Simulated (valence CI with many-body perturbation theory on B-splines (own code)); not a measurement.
## Er XXXVII: magnetic and hyperfine properties of the levels

Calculated by configuration interaction combined with many-body perturbation theory (CI+MBPT): four valence electrons over a frozen Dirac-Fock core [Ar] 3d10, radial functions for each j: 11 s, 11 p, 9 d, 7 f, 5 g, 2 h, 1 i, with the one-electron correlation potential Σ1 (screened to all orders), the two-electron term Σ2, the three-electron term Σ3, Breit, model QED; selected single and double excitations, second order for the rest (own B-spline code, finite nucleus).

The last digits are not significant, and no measured levels were compared; by estimate large intervals hold to a few tenths of a per cent, small ones and those within an open d or f shell to about a per cent.

A/g_I is the dipole constant over the nuclear g factor μ/I (μ in nuclear magnetons, uniformly magnetised nucleus), B/Q the quadrupole constant per barn. Both hold the static response of the core; the bare values leave it out. Large factors of s and p1/2 electrons are usually good to 5 to 10 %; those of open d and f shells near neutrality can be off by tens of per cent, and small factors of p3/2, d and f electrons come from cancelling terms and can be off by a factor of two or in sign, in half-filled shells by more. B is blank for J = 1/2, where it vanishes, and for nearly pure S terms. Energies count from the lowest level. Levels with J = 0 are left out.

Levels are named by their leading jj configuration (3d3/2^4 stands for four electrons in 3d with j = 3/2), which in mixed levels can hold well under half, so a name can repeat and another be missing. Letters in brackets count levels of one name in rising energy.

| Level | E (cm⁻¹) | g | A/g_I (MHz) | A/g_I bare | B/Q (MHz/b) | B/Q bare |
| --- | --- | --- | --- | --- | --- | --- |
| (4s^2 4p1/2 4p3/2) J=1 | 458180 | 1.498 | -28300 | -27700 | 40400 | 39000 |
| (4s^2 4p1/2 4p3/2) J=2 | 488480 | 1.185 | 110000 | 106000 | 68000 | 65600 |
| (4s^2 4p3/2^2) J=2 | 969510 | 1.308 | 42200 | 40600 | 12600 | 12200 |
| (4s 4p1/2^2 4p3/2) J=2 | 1112700 | 1.601 | 274000 | 265000 | 67900 | 65500 |
| (4s 4p1/2^2 4p3/2) J=1 | 1216800 | 1.027 | -185000 | -178000 | 56800 | 54800 |
| (4s^2 4p1/2 4d3/2) J=2 | 1520600 | 0.810 | 82500 | 80100 | 9320 | 9220 |
| (4s 4p1/2 4p3/2^2) J=2 [a] | 1531400 | 1.513 | 181000 | 175000 | 25900 | 25000 |
| (4s 4p1/2 4p3/2^2) J=3 | 1589700 | 1.308 | 215000 | 208000 | -10100 | -9630 |
| (4s^2 4p1/2 4d3/2) J=1 | 1639100 | 0.997 | -90200 | -86600 | -8020 | -7620 |
| (4s^2 4p1/2 4d5/2) J=2 | 1706300 | 1.111 | -38700 | -37000 | 6610 | 6510 |
| (4s 4p1/2 4p3/2^2) J=1 [a] | 1711900 | 1.240 | 448000 | 432000 | -48800 | -47000 |
| (4s^2 4p1/2 4d5/2) J=3 | 1720500 | 1.130 | 86400 | 83700 | 26100 | 25400 |
| (4s 4p1/2 4p3/2^2) J=2 [b] | 1748900 | 1.231 | 30100 | 29400 | 1840 | 1780 |
| (4s 4p1/2 4p3/2^2) J=1 [b] | 1749300 | 1.283 | -55200 | -53100 | 29400 | 28300 |
| (4s 4p3/2^3) J=2 | 2076000 | 1.377 | 167000 | 161000 | -58800 | -56700 |
| (4s^2 4p3/2 4d3/2) J=1 | 2097200 | 1.143 | 13800 | 13500 | -31300 | -30200 |
| (4s^2 4p3/2 4d3/2) J=2 | 2098000 | 1.020 | 26200 | 25400 | -13500 | -13000 |
| (4s^2 4p3/2 4d3/2) J=3 | 2115900 | 1.142 | 33300 | 32500 | 66000 | 63800 |
| (4s^2 4p3/2 4d5/2) J=4 | 2130300 | 1.247 | 20500 | 20000 | 98000 | 94700 |
| (4s 4p1/2^2 4d3/2) J=1 | 2187900 | 0.388 | -215000 | -207000 | 6560 | 6440 |
| (4s 4p1/2^2 4d3/2) J=2 | 2205900 | 1.183 | 226000 | 218000 | 11200 | 11000 |
| (4s^2 4p3/2 4d5/2) J=1 [a] | 2238400 | 1.278 | -109000 | -104000 | -14400 | -13900 |
| (4s^2 4p3/2 4d5/2) J=2 | 2252900 | 1.311 | 128000 | 123000 | -64700 | -62400 |
| (4s^2 4p3/2 4d5/2) J=3 | 2266200 | 1.157 | 23000 | 22500 | 18500 | 18100 |
| (4s^2 4p3/2 4d5/2) J=1 [b] | 2328300 | 1.008 | -78200 | -75100 | -2090 | -1900 |
| (4p1/2^2 4p3/2^2) J=2 | 2330800 | 1.232 | -38300 | -36400 | -9990 | -9570 |
| (4s 4p1/2^2 4d5/2) J=3 | 2331500 | 1.369 | 163000 | 158000 | 13600 | 13300 |
| (4s 4p1/2^2 4d5/2) J=2 | 2450900 | 1.046 | -42200 | -40200 | 31500 | 30600 |
| (4s 4p1/2 4p3/2 4d3/2) J=1 [a] | 2594400 | 1.200 | 126000 | 122000 | -39500 | -38100 |
| (4s 4p1/2 4p3/2 4d3/2) J=2 [a] | 2599200 | 1.129 | 100000 | 97200 | -26800 | -25800 |
| (4s 4p1/2 4p3/2 4d3/2) J=3 [a] | 2612700 | 1.165 | 141000 | 136000 | 9540 | 9300 |
| (4s 4p1/2 4p3/2 4d3/2) J=4 | 2656400 | 1.215 | 168000 | 163000 | 44700 | 43300 |
| (4s 4p1/2 4p3/2 4d5/2) J=4 [a] | 2689000 | 1.399 | 110000 | 107000 | 98200 | 94800 |
| (4s 4p1/2 4p3/2 4d3/2) J=2 [b] | 2708500 | 0.892 | 87100 | 84300 | -44300 | -42600 |

(1) Take the isotope of mass number 167, with I = 7/2, μ = -0.5623 μN and Q = 3.57 b. What is the hyperfine structure of (4s 4p1/2 4p3/2^2) J=3?

## Answers

(1) From the table A = -34600 MHz, B = -35900 MHz. Shifts from the centre of gravity in MHz: F = 1/2: 448000, F = 3/2: 402000, F = 5/2: 325000, F = 7/2: 213000, F = 9/2: 62400, F = 11/2: -131000, F = 13/2: -372000.
